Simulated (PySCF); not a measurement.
# One molecule, several mistakes: CH6NSi2

Calculated results; nothing here was measured. They come from PySCF 2.14.0, an open-source quantum chemistry program, on an isolated molecule that a program drew, which may never have been made. The molecule is CH6NSi2 (charge 0, doublet), drawn as the SMILES string `N=[SiH]C[SiH2]`.

Each row is a Hartree-Fock (HF) and frozen-core CCSD(T) single point in the cc-pV(D+d)Z basis, meant for a local HF minimum. Run 1 is clean. Each other run has one planted mistake out of seven kinds, and not every kind appears here: one electron removed, one electron added, multiplicity raised by two, geometry at a saddle point, minimal basis STO-3G, one bond length entered in bohr, all coordinates scaled. The reference is restricted for singlets and unrestricted otherwise, and also for a bond in bohr. Adding or removing an electron swaps singlet and doublet. Electrons count all cores. HOMO and LUMO are orbital energies over both spins, the gradient is its largest component, and the lowest frequency (negative if imaginary) is given only where the gradient is small. Bond lengths are over the 9 bonds as drawn. T1 is the CCSD diagnostic: over 0.02 (restricted) or 0.045 (unrestricted) a single reference is doubtful.

Geometry of the clean run:
```xyz
10
CH6NSi2, angstrom
N     0.0563   -2.3895   -1.9458
Si   -0.2799   -1.3038   -0.8577
C    -0.1633    0.5086   -1.2417
Si    1.3441    1.3960   -0.5069
H     0.0153   -3.3756   -1.7651
H    -0.6898   -1.5350    0.5463
H    -0.1395    0.6171   -2.3295
H    -1.0615    1.0104   -0.8649
H     2.6080    0.8108   -1.0134
H     1.3215    1.3234    0.9759
```

```
run  electrons  basis functions  <S^2>  HOMO (eV)  LUMO (eV)  gradient (hartree/bohr)  lowest frequency (cm^-1)  mean bond (Å)  longest bond (Å)      T1  HF (hartree)  CCSD(T) (hartree)                     mistake
  1         47              104  0.759      -8.99       1.08                  1.6e-05                        56         1.4408             1.897  0.0177    -673.61967         -674.18017                    no fault
  2         48              104  0.000      -0.76       7.01                  6.2e-02                         -         1.4408             1.897  0.0191    -673.60935         -674.20174          one electron added
  3         47              104  3.781      -5.70       0.36                  1.3e-01                         -         1.4408             1.897  0.0133    -673.51541         -674.03063  multiplicity raised by two
  4         46              104  0.000     -13.94      -7.05                  8.3e-02                         -         1.4408             1.897  0.0262    -673.32343         -673.88425                           ?
```

**Which mistake was planted in run 4, and what did it cost?**

It counts 46 electrons, one fewer than the clean run, at the same geometry and basis. So the mistake is: one electron removed. Subtracting run 1 and multiplying by 627.51 kcal/mol a hartree, the energy moved by 185.9 kcal/mol in HF and 185.7 kcal/mol in CCSD(T).

Cautions from the logs. Run 4: T1 is over the limit, so its CCSD(T) energy is less reliable.
